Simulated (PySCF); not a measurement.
H$_{8}$N$_{3}$Si$_{3}$ (SMILES [N]1[SiH2]N[SiH2]N[SiH2]1), doublet, geometry from GFN2-xTB. Base run: CAMB3LYP/STO-3G run with PySCF.

Input for PySCF:
```python
from pyscf import gto, scf, dft

mol = gto.Mole()
mol.atom = '''
    N     0.989516    1.390541   -0.080150
    Si    1.777458   -0.101355   -0.090701
    N     0.684425   -1.459496   -0.008425
    Si   -1.035663   -1.455755    0.091119
    N    -1.601145    0.171686    0.074122
    Si   -0.675877    1.649558   -0.002095
    H     2.648582   -0.185346    1.089612
    H     2.523569   -0.234967   -1.349410
    H     1.107396   -2.371772   -0.014603
    H    -1.583044   -2.163626   -1.076858
    H    -1.443509   -2.091143    1.354297
    H    -2.600438    0.274461    0.119310
    H    -1.103997    2.353980   -1.218395
    H    -0.980984    2.405028    1.220699
'''
mol.basis = 'sto-3g'
mol.charge = 0
mol.spin = 1
mol.verbose = 5
mol.build()

mf = dft.UKS(mol)
mf.xc = 'camb3lyp'
mf.kernel()
mf.analyze()
```

Variants of this job, named by their change:

| change | E (Eh) | HOMO (eV) | dipole (D) | <S^2> | core-seconds (rough) |
|---|---|---|---|---|---|
| base | -1025.18863 | -4.63 | 0.91 | 0.753 | 20 |
| functional = bhandhlyp | -1025.27283 | -4.81 | 0.90 | 0.754 | 20 |
| functional = pbe0; dispersion = d3bj | -1024.82096 | -3.19 | 0.89 | 0.753 | 10 |
| functional = m062x | -1025.36310 | -4.83 | 0.88 | 0.753 | 20 |
| functional = mn15 | -1021.91195 | -4.24 | 0.98 | 0.752 | 20 |
| functional = wb97x | -1025.28478 | -5.68 | 0.89 | 0.754 | 30 |
| functional = lc_wpbe | -1024.89671 | -6.04 | 0.95 | 0.753 | 40 |
| functional = b3lyp; dispersion = d3zero | -1025.34839 | -3.00 | 0.89 | 0.753 | 20 |
| functional = r2scan | -1025.19724 | -1.95 | 0.90 | 0.755 | 30 |
| functional = o3lyp | -1025.32839 | -2.39 | 0.88 | 0.754 | 20 |
| functional = b3lyp5 | -1025.07035 | -2.91 | 0.88 | 0.753 | 10 |
| functional = pbe; dispersion = d4 | -1024.64563 | -1.57 | 1.00 | 0.752 | 10 |
| functional = lda,vwn | -1020.36476 | -1.44 | 1.12 | 0.752 | 7 |

Absolute energies of different levels of theory aren't comparable as measures of quality.

Open shells are given as the SCF converged; they aren't shown to be the lowest states, and a large step between rows can be another state.
